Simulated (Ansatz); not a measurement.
CH₅Si, doublet, geometry from GFN2-xTB; MP2/6-31G* (Ansatz, an electronic-structure program).

Here is a job for Ansatz.
Ansatz 0.2 input:
```yaml
crystal:
  periodic: [false, false, false]
  atoms:
    - {symbol: C, position_ang: [-0.00961888, 0.08558394, -1.20792711]}
    - {symbol: Si, position_ang: [0.00693370, 0.02337297, 0.68442733]}
    - {symbol: H, position_ang: [-0.03432110, -0.91899655, -1.62856536]}
    - {symbol: H, position_ang: [-0.87992760, 0.61839322, -1.58117006]}
    - {symbol: H, position_ang: [0.87474746, 0.58217174, -1.59770913]}
    - {symbol: H, position_ang: [-1.21559465, -0.53605201, 1.24797082]}
    - {symbol: H, position_ang: [1.21573735, -0.58624162, 1.22505378]}
basis:
  gaussian:
    orbitals: 6-31G*
magnetization: {spin_polarized: true, initial_magnetization: 1}
correlation: {method: mp2}
```

**Question.** Predict the main parts of the log of this Ansatz run.

**Answer.** 
```
Functional definition: HF
467 factors; integrals over basis functions are off by at most 1.3e-3 eV
mean field evaluation 1: about -8968.9284 eV, gradient 1.4e1 eV
mean field evaluation 2: about -8968.9566 eV, gradient 1.4e1 eV
mean field evaluation 4: about -8970.2225 eV, gradient 1.7e0 eV
mean field evaluation 8: about -8970.2534 eV, gradient 1.2e-1 eV
mean field -8970.25377739 eV, -329.6507460627 hartree, gradient 2.0e-6 eV, S^2 0.754067; 0 other end points of the search recorded, 0 dependent functions left out
6 core orbitals not correlated
reference -8970.25377739 eV, -329.6507460627 hartree; 7, 6 occupied and 31, 32 virtual orbitals, 467 factors
second order -5.42554255 eV of doubles, -0.00000000 eV of singles
Total energy: -8975.67931994 eV, -329.8501310737 hartree
```
